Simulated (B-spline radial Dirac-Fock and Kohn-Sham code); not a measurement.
## Sn 3d5/2: cross section and angular parameters

System: atomic tin, [Kr] 4d10 5s2 5p2; threshold 484.9 eV (tabulated edge). Method: Dirac-Hartree-Slater photoionisation with a Latter tail; cross sections with all multipoles, angular parameters from the dipole term and its interference with E2. Computed with an atomic code on a B-spline grid.

The run's input, task.json:

```json
{"items": [{
  "Z": 50,
  "q": 0,
  "cfg": [[1, 0, 2], [2, 0, 2], [2, 1, 6], [3, 0, 2], [3, 1, 6], [3, 2, 10], [4, 0, 2], [4, 1, 6], [4, 2, 10], [5, 0, 2], [5, 1, 2]],
  "A": 120,
  "rrms": 4.6519,
  "do": "xps",
  "hv": [50.6, 80, 84.7, 85.3, 100, 118.0, 200.0, 224.0, 300, 400, 496.0, 633.0, 659.0, 774.0, 779.0, 1253.6, 1930.0, 2740.0, 2984.4, 2990.0, 3820.0, 5390.0, 7060.0, 8800.0, 8940.0, 9251.7, 10500.0, 11400.0, 12000, 13700.0],
  "edges": {"K": 29200.0, "L1": 4465.0, "L2": 4156.0, "L3": 3929.0, "M1": 884.7, "M2": 756.5, "M3": 714.6, "M4": 493.2, "M5": 484.9, "N1": 137.1, "N2": 83.6, "N3": 83.6}
}]}
```

Command: `python xray2_run.py task.json out`

For linearly polarised light dσ/dΩ = σ/(4π) [1 + β P₂(cos θ) + (δ + γ cos²θ) sin θ cos φ], with θ from the polarisation vector and φ the angle between the beam and the projection of the electron momentum on the plane normal to the polarisation.

```
hν (eV)  σ (kb)      β       γ       δ
    496     217  1.567   0.080  -0.001
    633    1590  0.532  -0.061   0.003
    659       ?      ?       ?       ?
    774    1050  0.842  -0.070   0.015
    779    1030  0.850  -0.069   0.015
 1253.6     317  1.178   0.093   0.042
   1930    92.0  1.220   0.360   0.067
   2740    31.0  1.162   0.613   0.093
 2984.4    23.5  1.140   0.676   0.102
   2990    23.4  1.139   0.678   0.102
   3820    10.3  1.064   0.860   0.130
   5390    3.13  0.940   1.112   0.184
   7060    1.17  0.835   1.297   0.241
   8800   0.514  0.750   1.436   0.297
   8940   0.484  0.744   1.446   0.302
 9251.7   0.425  0.731   1.467   0.312
  10500   0.261  0.683   1.540   0.351
  11400   0.190  0.652   1.586   0.378
  12000   0.155  0.633   1.613   0.396
  13700  0.0919  0.585   1.678   0.446
```

Q: Give the values at 659 eV.

A: σ = 1470 kb, β = 0.602, γ = -0.067, δ = 0.005.
